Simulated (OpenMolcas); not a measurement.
## Cr2+ in CaO

Cr2+ with its 6 nearest oxide ions at 2.259 Å, on the Ca site of CaO (a = 4.8105 Å, distance in the model lattice 2.405 Å). The rest of the host is ab initio model potentials to 7.6 Å, with orthogonalisation functions on the cations behind the ligands, and point charges beyond; the distance is set by hand and nothing relaxes. Ligand basis ANO-RCC-VDZP.

| Property | Result |
| --- | --- |
| Program | OpenMolcas 26.06 |
| Method | SS-CASPT2, IPEA 0.25 Eh, imaginary shift 0.1 Eh (closed shells correlated: 3s 3p and the ligand valence shells) |
| Basis | ANO-RCC-VDZP [5s4p2d1f] |
| Scalar Hamiltonian | DKH2, point nucleus |
| Active space | 4 electrons in 5 orbitals (3d) |
| State averaging | 2S+1 = 5 even, 5 roots; 2S+1 = 3 even, 45 roots; 2S+1 = 1 even, 50 roots |
| Spin-orbit coupling | RASSI with atomic mean-field integrals over the reference wave functions |

The lowest spin-free states (labels of O, the rotations of Oh), above the lowest:

```csv
State,Degeneracy,E (cm-1),Free-ion L (%)
5E,2,0,D (100)
3T1,3,8890,H (46)
5T2,3,10850,D (100)
3T1,3,16100,H (46)
1T2,3,16340,G (53)
3E,2,16520,H (87)
3T2,3,16890,F (53)
1E,2,17780,I (75)
3A2,1,18330,F (100)
3A1,1,18780,G (100)
1A1,1,19970,G (40)
3E,2,21930,G (64)
1T2,3,24020,I (61)
1A2,1,24530,I (96)
1T1,3,25200,I (50)
3T1,3,25910,H (67)
3T2,3,27430,H (48)
1E,2,27570,D (59)
3T1,3,28770,G (40)
3T2,3,30670,D (85)
```

The lowest levels with spin-orbit coupling:

```tsv
E (cm-1)	Degeneracy	Label	2S+1
0	1	A1	5
6	3	T1	5
12	2	E	5
17	3	T2	5
22	1	A2	5
8740	1	A1	3
8840	3	T1	3
8980	3	T2	3
8990	2	E	3
10740	1	A1	5
10740	3	T1	5
10740	3	T2	5
10920	2	E	5
10920	3	T1	5
11030	3	T2	5
15850	1	A1	3
15990	3	T1	3
16040	3	T2	3 (52 %)
16260	2	E	3
16420	3	T2	3 (78 %)
```

Powder χT (cm3 K/mol): 1.33 at 2 K, 2.73 at 10 K, 2.93 at 50 K, 2.95 at 100 K, 2.96 at 200 K, 2.97 at 300 K. The effective moment at 300 K is 2.828 √(χT) = 4.87 μB.

The lowest level has 2S+1 = 5, for which the spin-only value is χT = S(S+1) / 2 = 3.000 cm3 K/mol (g = 2). The computed 2.968 at 300 K differs by -0.032, through orbital momentum, spin-orbit coupling and any other state in reach.

Roots that are degenerate in the reference are averaged as groups; the widest CASPT2 spread within a group is 230 cm-1 (the 3-fold group of multiplicity 1 near 25200 cm-1 above the lowest state of its run). Shifts and gaps below about the spread of the groups concerned are not significant. Over all roots computed the reference weight is 0.70 to 0.71; a low but even weight reflects the number of correlated electrons. An orbital doublet at a regular site is open to a Jahn-Teller distortion, which this geometry leaves out. This shell can be high or low spin here, a state of another spin lies low, and with metal d orbitals alone active their balance is uncertain, so the ground spin may be wrong. Ligand-to-metal charge-transfer states are missing. These CASPT2 states fit no ligand-field parameters well, so their order and spin gaps are uncertain. With no ligand orbital active B as a rule stays too high, so bands that hang on it stand too high and its fall with covalency is understated. With one d shell and no ligand orbital active, 10Dq can be off by tens of per cent for divalent 3d ions, low with halides held by bare charges and at times high in hosts. Free-ion shares, where given, are those of the reference states; single-state CASPT2 does not remix them. No measured value stands beside these numbers; the geometry was set by hand and not optimised.

The CASPT2 steps took 5.3 min on 1 thread of Intel(R) Xeon(R) Platinum 8488C (Sapphire Rapids), on a shared host; the integral step is not counted.
